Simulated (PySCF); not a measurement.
**Which determinant of SnP⁺ lies lowest?**

Unrestricted PBE0; PySCF, scalar-relativistic core potentials, basis sets Sn def2-SVPD with ECP28, P def2-SVPD. Outer shells of the fragments: Sn+ 4d10 5s2 5p1; P 3s2 3p3.

Followed along the bond (rough minima from three points):

```csv
2Ms+1,unpaired,⟨S²⟩ at the start,R at minimum (Å),Te (eV)
3,π ↑↑,2.01,2.54,0.00
1,π ↑↓,1.01,2.54,0.30
3,"σ ↑, π ↑",2.12,2.40,0.66
1,"σ ↓, π ↑",1.05,2.38,0.89
1,none,0.00,2.54,1.23
```

Solutions found at the starting distance of 2.515 Å, counted from the lowest of them; the search is not exhaustive and high or unbound solutions are not listed, so other states can lie among these:

| 2Ms+1 | unpaired | term | E (eV) | ⟨S²⟩ | ⟨Lz²⟩ | μ (D) |
| --- | --- | --- | --- | --- | --- | --- |
| 3 | π ↑↑ | ³Σ⁻ | 0.00 | 2.01 | 0.00 | 0.04 |
| 1 | π ↑↓ | mixed | 0.30 | 1.01 | 2.02 | 0.16 |
| 3 | σ ↑, π ↑ | ³Π | 0.74 | 2.12 | 1.01 | -0.28 |
| 1 | σ ↓, π ↑ | mixed | 0.99 | 1.05 | 1.01 | -0.43 |
| 1 | none | mixed | 1.23 | 0.00 | 2.00 | 0.61 |
| 5 | σ ↑, π ↑↑↑ | ⁵Π | 1.76 | 6.00 | 1.00 | 1.83 |
| 3 | σ ↑, π ↑↑↓ | mixed | 2.37 | 3.02 | 3.03 | 1.78 |
| 3 | σ ↓, π ↑↑↑ | mixed | 2.44 | 3.03 | 1.00 | 1.87 |
| 3 | π ↑↑ | mixed | 3.25 | 2.01 | 2.01 | 3.95 |
| 5 | σ ↑↑, π ↑↑ | ⁵Σ⁻ | 4.42 | 6.00 | 0.00 | 1.75 |
| 3 | σ ↑↑, π ↑↓ | mixed | 5.16 | 3.01 | 2.02 | 1.84 |
| 1 | σ ↓↓, π ↑↑ | mixed | 5.30 | 2.01 | 0.00 | 1.79 |
| 5 | π ↑↑↑↑ | ⁵Σ⁺ | 5.55 | 6.04 | 0.00 | 3.73 |
| 1 | σ ↓, π ↑ | mixed | 6.24 | 1.01 | 1.01 | 3.54 |

A term symbol is given only where ⟨S²⟩ and ⟨Lz²⟩ are close to those of a pure state; real π, δ and φ orbitals otherwise mix terms. A positive dipole points towards P; it is taken about the centre of mass and depends on that origin.

Spin–orbit coupling is left out.
